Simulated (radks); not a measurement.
Values are calculated unless marked as measured or tabulated.
Excited configurations of Ga3+: one electron is placed in a higher orbital outside [Ar] 3d9. The ground configuration is [Ar] 3d10. Code: a radial shooting solver on a logarithmic mesh with Libxc functionals. Model: scalar-relativistic Kohn-Sham, SCAN, spin-polarised, spherical densities, finite nucleus; open shells are filled with parallel spins first; meta-GGA in the generalised Kohn-Sham scheme; Fermi nuclear charge, rms radius 3.9973 fm. Excitation = E - E(ground); binding = E(ion) - E, where the ion is the core of charge +4; n* = 4/sqrt(2 binding) in atomic units, and the quantum defect is n - n*.

outer orbital,excitation (eV),binding (eV),quantum defect,eigenvalue (eV),<r> (bohr)
4d,41.992,21.836,0.843,-18.766,3.030
4f,50.203,13.625,0.003,-11.584,4.410
5p,46.049,17.778,1.501,-15.874,4.459
5d,51.138,12.689,0.858,-11.182,5.769
6p,53.031,10.797,1.510,-9.701,7.456
6f,57.573,6.254,0.100,-5.543,11.66
7p,56.565,7.262,1.525,-6.557,11.19
7d,57.977,5.850,0.900,-5.248,13.43

The Delta-SCF ionisation energy is 63.827 eV (NIST Atomic Spectra Database: 63.24 eV, measured). Self-interaction in the functional shifts the binding energies and quantum defects, so they are the method's values and not measured ones. Open shells are spherical and high-spin; term and fine-structure splittings are not resolved.
